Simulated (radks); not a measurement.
Excited configurations of neutral ruthenium: one electron is placed in a higher orbital outside [Kr] 4d7. The ground configuration is [Kr] 4d7 5s1. All-electron calculation, scalar-relativistic Kohn-Sham, BLYP, spin-polarised, spherical densities, point nucleus; open shells are filled with parallel spins first (spin-orbit coupling, left out, can overturn this in heavy ions). Program: a radial shooting solver on a logarithmic mesh with Libxc functionals. Excitation = E - E(ground); binding = E(ion) - E, where the ion is the core of charge +1; n* = 1/sqrt(2 binding) in atomic units, and the quantum defect is n - n*.

outer orbital  excitation (eV)  binding (eV)     n*  <r> (bohr)
5p                       3.660         4.038  1.836       4.706
5d                       6.171         1.526  2.986       10.36
6s                       5.284         2.414  2.374       8.782
6p                       5.915         1.782  2.763       11.15

The Delta-SCF ionisation energy is 7.698 eV (NIST Atomic Spectra Database: 7.361 eV, measured). Self-interaction in the functional shifts the binding energies and quantum defects, so they are the method's values and not measured ones. Open shells are spherical and high-spin; term and fine-structure splittings are not resolved.
